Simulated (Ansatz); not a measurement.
Reaction (ligand exchange at the Si–N bond): `CN(C)[SiH](N)F` + `N[SiH2]N` → `N[SiH2]N[SiH](N)F` + `CNC`

Computed with Ansatz on PBE0-D4/def2-TZVP structures; ΔE is electronic, products minus reactants. CBS: MP2 limit from def2 TZ/QZ plus the TZ coupled-cluster correction, frozen cores. This one scheme is used for every species. Functionals use def2-TZVPP. Each species was taken in one conformer, which may not be the lowest.

| level | ΔE (eV) |
| --- | --- |
| PBE0-D4 | -0.11 |
| B2PLYP | -0.10 |
| r2SCAN | -0.11 |
| HF/def2-TZVPP | -0.13 |
| MP2/def2-TZVPP | -0.09 |
| SCS-MP2/def2-TZVPP | -0.09 |
| CCSD/def2-TZVPP | -0.11 |
| HF/CBS(def2) | -0.12 |

Q: What does CCSD(T)/CBS give? (Best estimate.)

A: Ansatz gave: -0.10 eV. The listed levels differ from it by -0.01, 0.00, -0.01, -0.03, 0.01, 0.01, -0.01, -0.02 eV.

Largest T1 diagnostic among the species: 0.011.
